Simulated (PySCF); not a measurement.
# Ar(2+): ionisation energy

Ar(2+) [Ne] 3s2 3p4 (3P) → Ar(3+) [Ne] 3s2 3p3 (4S), as a difference of total energies. Computed with PySCF 2.14 in dyall-av3z (19s12p3d2f, 84 functions), with scalar relativity by spin-free X2C-1e. Correlated levels: valence: [Ne] frozen; virtual orbitals above 40 to 60 times the deepest correlated orbital energy dropped. The calculations carry no spin-orbit coupling.

```csv
method,ionisation energy (eV)
UHF,39.379
MP2 (valence),40.210
SCS-MP2 (valence),40.302
CCSD (valence),40.319
CCSD(T) (valence),40.346
```

How much does correlation contribute at CCSD(T) (valence)?

40.346 − (39.379) = 0.967 eV, measured against UHF.

A first-order spin-orbit estimate (lowest level to lowest level, LS coupling) adds 0.063 eV.

Errors of the correlated levels include the incompleteness of this basis and the frozen core.

For comparison: 40.735 ± 0.012 eV (semi-empirical (NIST evaluation); NIST Atomic Spectra Database, ionization energies).
